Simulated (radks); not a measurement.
Results of a calculation; reference values are marked as such.
All-electron atom: Tl27+ in [Kr] 4d10 4f8 (the NIST ground configuration).

Level of theory: scalar-relativistic Kohn-Sham, PBE, spin-unpolarised, spherical densities, point nucleus (a radial shooting solver on a logarithmic mesh with Libxc functionals).

Energy parts (eV):
total: -541728.10
kinetic: 611479.34
electron-nucleus: -1304356.86
Hartree: 160529.31
exchange-correlation: -9379.90

Orbitals (lengths in bohr, moments of r in powers of bohr; r(max) is where P^2 peaks; r(90%) holds 90 % of the orbital's charge):
[
 {"orbital": "1s", "occ.": "2", "eigenvalue (eV)": "-86498.26", "<1/r>": "99.54", "r(90%)": "0.0299", "r(max)": "0.01003", "<r^2>": "0.0003685"},
 {"orbital": "2s", "occ.": "2", "eigenvalue (eV)": "-16103.67", "<1/r>": "23.36", "r(90%)": "0.107", "r(max)": "0.05812", "<r^2>": "0.005601"},
 {"orbital": "2p", "occ.": "6", "eigenvalue (eV)": "-13967.73", "<1/r>": "20.59", "r(90%)": "0.102", "r(max)": "0.04832", "<r^2>": "0.004754"},
 {"orbital": "3s", "occ.": "2", "eigenvalue (eV)": "-4488.549", "<1/r>": "8.673", "r(90%)": "0.260", "r(max)": "0.1638", "<r^2>": "0.03591"},
 {"orbital": "3p", "occ.": "6", "eigenvalue (eV)": "-3873.400", "<1/r>": "7.868", "r(90%)": "0.267", "r(max)": "0.1636", "<r^2>": "0.03707"},
 {"orbital": "3d", "occ.": "10", "eigenvalue (eV)": "-3239.081", "<1/r>": "7.390", "r(90%)": "0.251", "r(max)": "0.1333", "<r^2>": "0.03066"},
 {"orbital": "4s", "occ.": "2", "eigenvalue (eV)": "-1612.455", "<1/r>": "3.841", "r(90%)": "0.543", "r(max)": "0.3639", "<r^2>": "0.1635"},
 {"orbital": "4p", "occ.": "6", "eigenvalue (eV)": "-1403.447", "<1/r>": "3.494", "r(90%)": "0.578", "r(max)": "0.3816", "<r^2>": "0.1828"},
 {"orbital": "4d", "occ.": "10", "eigenvalue (eV)": "-1161.895", "<1/r>": "3.200", "r(90%)": "0.607", "r(max)": "0.3834", "<r^2>": "0.1951"},
 {"orbital": "4f", "occ.": "8", "eigenvalue (eV)": "-900.1533", "<1/r>": "2.914", "r(90%)": "0.616", "r(max)": "0.3339", "<r^2>": "0.1877"}
]

The highest occupied level is 4f at -900.15 eV. For comparison, the ionisation energy in NIST's Atomic Spectra Database is 930 eV (theoretical). In exact Kohn-Sham theory the highest level is minus the ionisation energy, but local and semilocal functionals leave it too shallow, through self-interaction and a potential that decays too fast; potentials with the right tail come closer. Summed over all electrons, <r^2> = 5.518 bohr^2, which gives a Langevin (diamagnetic) susceptibility term of -4.37 x 10^-6 cm^3/mol. The density falls to 0.001 e/bohr^3 at r = 1.25 bohr.

Beside tabulated values, note that spin-unpolarised runs miss the spin-polarisation part of the exchange energy of open shells, and scalar-relativistic runs lack spin-orbit coupling.
